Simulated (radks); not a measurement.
Charge is removed step by step from the 5p level of the lanthanum ion La+, starting from [Xe] 5d2. Calculated with a radial shooting solver on a logarithmic mesh with Libxc functionals: scalar-relativistic Kohn-Sham, BLYP, spin-unpolarised, spherical densities, finite nucleus; Fermi nuclear charge, rms radius 4.855 fm.

removed (e)	E - E(0) (eV)	eigenvalue (eV)	E minus straight line (eV)
0	0.000	-26.170	0.000
0.1	2.663	-27.127	-0.453
0.2	5.424	-28.102	-0.809
0.3	8.282	-29.094	-1.067
0.4	11.240	-30.100	-1.225
0.5	14.300	-31.121	-1.281
0.6	17.462	-32.154	-1.235
0.7	20.728	-33.200	-1.085
0.8	24.100	-34.258	-0.830
0.9	27.577	-35.327	-0.469
1	31.163	-36.406	0.000

Removing the whole electron costs 31.163 eV by Delta-SCF, against 26.170 eV from minus the eigenvalue at the starting occupation. Slater's transition state (half an electron removed) gives 31.121 eV. Integrating minus the eigenvalue over the occupation (Janak's theorem) gives 31.176 eV. In this scalar-relativistic scheme the density is built from large components alone, so the theorem holds only approximately. The mean slope of the eigenvalue, de/dn, is 10.2 eV per electron.
